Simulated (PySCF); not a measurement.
## Dipole response of Mn³⁺ (manganese, charge +3)

[Ar] 3d4, high-spin 5D determinant. Computed with PySCF 2.14 in aug-cc-pVTZ-DK, with scalar relativity by spin-free X2C-1e. Coupled (time-dependent) response in atomic units; α is the mean over directions.

```json
{"method": "M06-L", "mean α (bohr³)": "1.939", "α xx, yy, zz": "1.860, 1.860, 2.096", "C₆ (like pair)": "4.859", "S(−4)": "1.211"}
```

S(−4) is the Cauchy moment in α(ω) = α(0) + S(−4) ω² + …

α(iu) at M06-L:

```tsv
u (hartree)	α(iu) (bohr³)
0	1.939
0.0500	1.936
0.100	1.927
0.200	1.893
0.300	1.841
0.500	1.706
0.750	1.522
1.00	1.350
1.50	1.065
2.00	0.8490
3.00	0.5625
5.00	0.2900
```

A single London oscillator, α(iu) = α/(1 + u²/ω²), gives C₆ = (3/4) ω α². Matching the computed C₆ needs ω = 4 × 4.859 / (3 × 1.939²) = 1.72 hartree.

For an ion, C₆ is the dispersion term alone; charge-induced terms of lower order in 1/R come first.

The components differ because the open shell of this determinant is not spherical; for a pure term their mean is the scalar polarisability.
